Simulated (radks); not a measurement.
Q: Valence configurations of V (all share [Ar]). Calculated with a radial shooting solver on a logarithmic mesh with Libxc functionals: non-relativistic Kohn-Sham, PBE, spin-polarised, spherical densities, point nucleus; open shells are filled with parallel spins first. Order these by energy: 3d1 4s2 4p2; 3d2 4s2 4p1; 3d0.5 4s1.5 4p3; 3d3 4s1 4p1; 3d0.5 4s2 4p2.5; 3d2.5 4s2 4p0.5; 3d4 4p1; 3d3 4s2; 4s2 4p3; 3d4 4s1.

A: From the lowest, in eV above it: 3d4 4s1 0.000; 3d3 4s2 1.285; 3d4 4p1 3.019; 3d3 4s1 4p1 3.324; 3d2.5 4s2 4p0.5 4.065; 3d2 4s2 4p1 7.877; 3d1 4s2 4p2 18.963; 3d0.5 4s2 4p2.5 26.383; 3d0.5 4s1.5 4p3 27.844; 4s2 4p3 35.134. NIST lists [Ar] 3d3 4s2 as the ground configuration; this level of theory puts 3d4 4s1 lower, by 1.285 eV. The energies are those of spherical high-spin densities, not of single terms.
